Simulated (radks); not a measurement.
Numerical settings for neutral cadmium, [Kr] 4d10 5s2. Method: Dirac Kohn-Sham, PBE, spin-unpolarised, spherical densities, point nucleus; computed with a radial shooting solver on a logarithmic mesh with Libxc functionals. The defaults (mesh step 0.008 in ln r, mesh end at 40 bohr or more with all orbitals vanishing there, Anderson mixing 0.5 over 9 steps, residual threshold near 1e-9 with the energy settled to 1e-9 hartree or 1e-11 of itself, here a cap of 77 iterations) give E = -5596.0352 hartree and 5s1/2 at -5.660 eV in 14 iterations. Run on one thread of a shared host, so times are rough (Arm Neoverse N1): 0.17 s of CPU time, 0.17 s wall, 14 iterations on 2725 mesh points. Changes against that run (0 stands for a change within the tolerance of the run):

setting                    iterations         converged  E (mhartree)  e(5s1/2) (meV)  CPU (s)
mesh step in ln r 0.012            14               yes             0               0     0.13
mesh step in ln r 0.005            14               yes             0               0     0.27
mesh step in ln r 0.05             14               yes       +0.0753               0     0.04
mesh end (bohr) 400                14               yes             0               0     0.17
mesh end (bohr) 1                  13  level above zero     +2.34e+05       +1.13e+06     0.11
residual threshold 0.01            10               yes             0          +0.862     0.14
residual threshold 1e-16           77                no             0               0     0.47
mixing 1                           12               yes             0               0     0.15
linear mixing, mixing 0.2          77                no             0               0     0.61
linear mixing, mixing 1            77                no     +4.21e+04       -2.88e+05      2.5
mixing history 2                   23               yes             0               0     0.23
iteration cap 2                     2                no          +125       -6.47e+03     0.03

Settled on a wrong energy, with an occupied level pushed above zero by the early mesh end: mesh end (bohr) 1 (+234 hartree). Apart from these: no run marked as converged misses the energy by more than 1 mhartree. A mesh that ends early acts as a hard wall.
